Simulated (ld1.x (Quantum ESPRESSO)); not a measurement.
## Cutoff test, F, ultrasoft

| Property | Result |
| --- | --- |
| Element | F (Z = 9) |
| Generator | ld1.x (Quantum ESPRESSO) 7.5 |
| Type | ultrasoft |
| Functional | LDA (PZ) |
| Relativity | scalar-relativistic |
| Frozen core | [He] |
| Valence charge | 7 |
| Reference configuration | 2s2 2p5 |
| Partial waves | 2s (bound): rcut 0.65, rcutus 0.90 bohr; 2s channel at 1.5 Ry: rcut 0.65, rcutus 0.90 bohr; 2p (bound): rcut 1.35, rcutus 1.80 bohr; 2p channel at -0.4 Ry: rcut 1.35, rcutus 1.80 bohr; 3d channel at 0.3 Ry: rcut 1.10, rcutus 1.45 bohr; 3d channel at 2.9 Ry: rcut 1.10, rcutus 1.45 bohr |
| Local potential | all-electron potential smoothed inside 0.70 bohr (lloc = -1) |
| Core correction | a·sin(br)/r model core, default radius (core density twice the valence density) |
| Augmentation charge | PSQ, inside the norm-conserving radii |

The pseudo-atom Hamiltonian at the reference potential is diagonalised in spherical Bessel functions j_l(qr) that vanish at 20 bohr, with q² up to the cutoff. All-electron valence levels (Ry): 2s -2.1790, 2p -0.8301.

How do the lowest levels (Ry) of each channel move with the cutoff, and are there ghosts?

```
cutoff (Ry)     s #1     p #1    p #2    d #1    f #1  Σ f·Δε (mRy)
          8  -1.9238  -0.5170  0.0455  0.0809  0.1213        2076.3
         15  -2.1209  -0.8037  0.0437  0.0809  0.1213         248.5
         25  -2.1710  -0.8298  0.0435  0.0809  0.1213          17.9
         35  -2.1771  -0.8300  0.0435  0.0809  0.1213           4.6
         50  -2.1785  -0.8301  0.0435  0.0809  0.1213           1.2
         70  -2.1789  -0.8301  0.0435  0.0809  0.1213           0.3
        400  -2.1790  -0.8301  0.0435  0.0809  0.1213           0.0
```

Result: no extra level below or beside the all-electron valence levels (s, p, d, f tested); 10 mRy is reached at 30 Ry and 1 mRy at 55 Ry.

Its largest configuration-test error is +522 meV.
